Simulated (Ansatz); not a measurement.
TaAs, closed-shell singlet (lowest of 2S+1 = 1, 3, 5, 7, 9 at CCSD(T)/def2-TZVPP on PBE0 minima; our sources give no spin for the ground state, which may be another), most abundant isotopes (180.9480 and 74.9216 u). Constants from fifth-degree fits in 1/R to seven points on the lowest solution found; no spin–orbit coupling, no relativity up to Kr; ω_e x_e and α_e move by some per cent with the fit.

Correlated levels freeze the inner cores; with def2 sets outer-core shells near the valence are correlated too. CBS(a, b) extrapolates the correlation energy as X⁻³ and adds the Hartree–Fock energy of set b.

Run with Ansatz (Gaussian orbitals). Values without a source in brackets are computed. In def2 rows elements past Kr take small-core potentials, without spin–orbit coupling.

| level | r_e (Å) | ω_e (cm⁻¹) | ω_e x_e (cm⁻¹) | α_e (cm⁻¹) |
|---|---|---|---|---|
| PBE/def2-TZVPP | 2.2444 | 366.0 | 0.599 | 0.000140 |
| CCSD(T)/CBS(def2-TZVPP, def2-QZVPP) | 2.2335 | 369.2 | 0.660 | 0.000148 |

Derive the rotational constants, the centrifugal constant, the fundamental, the zero-point energy and the force constant.


μ = 52.98368 u.
- PBE/def2-TZVPP: B_e = 16.8576/(μ r_e²) = 0.063160 cm⁻¹; B₀ = B_e − α_e/2 = 0.063090 cm⁻¹; D = 4B_e³/ω_e² = 7.53e-09 cm⁻¹; fundamental ω_e − 2ω_e x_e = 365 cm⁻¹; zero-point energy ω_e/2 − ω_e x_e/4 = 183 cm⁻¹; k = μ(2πcω_e)² = 418 N/m; the line J = 1 ← 0 at 2B₀ = 3.783 GHz
- CCSD(T)/CBS(def2-TZVPP, def2-QZVPP): B_e = 16.8576/(μ r_e²) = 0.063779 cm⁻¹; B₀ = B_e − α_e/2 = 0.063705 cm⁻¹; D = 4B_e³/ω_e² = 7.61e-09 cm⁻¹; fundamental ω_e − 2ω_e x_e = 368 cm⁻¹; zero-point energy ω_e/2 − ω_e x_e/4 = 184 cm⁻¹; k = μ(2πcω_e)² = 425 N/m; the line J = 1 ← 0 at 2B₀ = 3.820 GHz

Doubts at one or more of the structures used: a restricted determinant that unrestricted orbitals would lower (CCSD(T)/CBS(def2-TZVPP, def2-QZVPP)).

Ansatz is a quantum-chemistry and plane-wave program.
